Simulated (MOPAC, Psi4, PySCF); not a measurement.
Relaxed torsion scan: C5H10, SMILES C/C=C\CC. Scanned: dihedral C2–C3–C4–C5; all other coordinates were relaxed at GFN2-xTB. Points at φ and −φ are mirror images. Heavy atoms are numbered in the order of the SMILES C/C=C\CC, hydrogens after them in the order of the atoms that carry them; the mirror image has the same energies with the sign of each dihedral reversed.

- RKS-B3LYP/6-31G* = restricted B3LYP/6-31G*, spherical d // GFN2-xTB (PySCF)
- PM6, restricted, heats of formation // GFN2-xTB (MOPAC)
- PBE-D3(BJ)/def2-TZVP // GFN2-xTB (Psi4)

Energies relative to the lowest point of each profile, in kJ/mol:

```json
[
 {"φ / °": "-120", "RKS-B3LYP/6-31G*": "0.0", "PM6": "1.4"},
 {"φ / °": "-105", "RKS-B3LYP/6-31G*": "0.8", "PM6": "1.7"},
 {"φ / °": "-90", "RKS-B3LYP/6-31G*": "2.8", "PM6": "1.9"},
 {"φ / °": "-45", "RKS-B3LYP/6-31G*": "16.0", "PM6": "8.5"},
 {"φ / °": "-30", "RKS-B3LYP/6-31G*": "18.9", "PM6": "11.1"},
 {"φ / °": "30", "RKS-B3LYP/6-31G*": "18.9", "PM6": "11.1"},
 {"φ / °": "45", "RKS-B3LYP/6-31G*": "16.0", "PM6": "8.5"},
 {"φ / °": "60", "RKS-B3LYP/6-31G*": "10.3", "PM6": "5.2"},
 {"φ / °": "90", "RKS-B3LYP/6-31G*": "2.8", "PM6": "1.9"},
 {"φ / °": "120", "RKS-B3LYP/6-31G*": "0.0", "PM6": "1.4"},
 {"φ / °": "135", "RKS-B3LYP/6-31G*": "0.7", "PM6": "1.0"},
 {"φ / °": "150", "RKS-B3LYP/6-31G*": "2.4", "PM6": "0.5"}
]
```

Problem. What does PBE-D3(BJ)/def2-TZVP give at the same points?

Solution. -120: 0.0; -105: 0.5; -90: 1.8; -45: 13.2; -30: 16.1; 30: 16.1; 45: 13.2; 60: 7.9; 90: 1.8; 120: 0.0; 135: 0.6; 150: 2.1 (kJ/mol).
